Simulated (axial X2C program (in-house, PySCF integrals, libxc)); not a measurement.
# CaH⁺: cheaper levels and CCSD(T), with spin–orbit coupling

Computed with an in-house all-electron X2C program for linear molecules (integrals from PySCF). Two-component (2c) means X2C with spin–orbit coupling and atomic mean-field two-electron Coulomb and Gaunt terms. Basis: Ca dyall-cv3z [11s12p6d4f], H dyall-v3z [6s2p1d] (cores contracted in-house); Gaussian nuclei, density fitting, unrestricted open shells. Masses: Ca 39.963 u, H 1.008 u.

State: Ω = 0 (closed shell); fragments Ca+ + H.

```tsv
level	Re (Å)	ωe (cm⁻¹)	De (eV)
PBE0	1.877	1527.2	2.28
HF	1.929	1524.8	1.24
MP2	1.887	1549.2	1.93
CCSD	1.905	1501.9	2.14
BHandHLYP	1.886	1542.2	2.21
```

Correlated methods: 10 electrons correlated (number of frozen shells: Ca 2 s, 1 p; H none), 184 virtual spin orbitals or spinors in MP2, 90 natural virtuals in coupled cluster.

CCSD(T), same Hamiltonian and basis:

Re = 1.904 Å, ωe = 1496.8 cm⁻¹, De = 2.15 eV; T1 = 0.011 (Lee–Taylor normalisation).

Q: Give the differences from CCSD(T) in the columns below.

A: 

```
    level  ΔRe (Å)  Δωe (cm⁻¹)  ΔDe (eV)
     PBE0   -0.027          30      0.13
       HF    0.025          28     -0.91
      MP2   -0.017          52     -0.22
     CCSD    0.001           5     -0.01
BHandHLYP   -0.018          45      0.06
```

Occupations by symmetry block were frozen at the best pattern of an incomplete PBE0 search. Closed shells are restricted here (equal orbitals for both partners); the stretched side of such a curve lies too high. De is counted from the lowest determinant-based energies of the atoms at the same level, without counterpoise correction. Coupled cluster ran in a truncated set of natural virtual spinors; the MP2 energy of the rest was added. (T) has no such correction and the atoms are truncated less, which lowers De at CCSD(T) by a hundredth of an eV or more.
